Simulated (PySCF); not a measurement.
A structure optimised at PBE-D3(BJ)/def2-SVP, used in a PySCF frequency run:

```xyz
8

In    -0.0237    -0.5860     0.0000
H     -1.7497    -0.8731     0.0000
H      1.1405    -1.8872     0.0000
C      0.5862     1.4906     0.0000
C     -0.3257     2.4862     0.0000
H      1.6570     1.7674     0.0000
H     -0.0374     3.5551     0.0000
H     -1.4133     2.2889     0.0000
```
Charge 0, spin multiplicity 1.

Write its SMILES, formula and point group.

C=[CH][InH2], C2H5In, Cs

What are its rotational constants (standard atomic weights)?

34.534, 3.0739, 2.8227 GHz
